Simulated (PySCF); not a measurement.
A structure optimised at PBE-D3(BJ)/def2-SVP, used in a PySCF frequency run:

```xyz
13

C      1.5224    -0.0372     1.0690
Si    -0.0106     0.0113    -0.0123
N     -1.3890    -0.1588     1.0359
N     -0.2597    -1.2328    -1.2111
O      0.1705     1.4545    -0.8777
H      2.4401     0.0448     0.4527
H      1.5739    -0.9797     1.6496
H      1.5313     0.8099     1.7860
H     -2.3253    -0.1771     0.6240
H     -1.3996     0.3537     1.9208
H     -0.4913    -2.1740    -0.8834
H      0.3911    -1.2834    -1.9987
H     -0.5286     1.5754    -1.5444
```
Charge 0, spin multiplicity 1.

Write its SMILES and formula.

C[Si](N)(N)O, CH8N2OSi

What are its rotational constants (standard atomic weights)?

3.7157, 3.5172, 3.1333 GHz
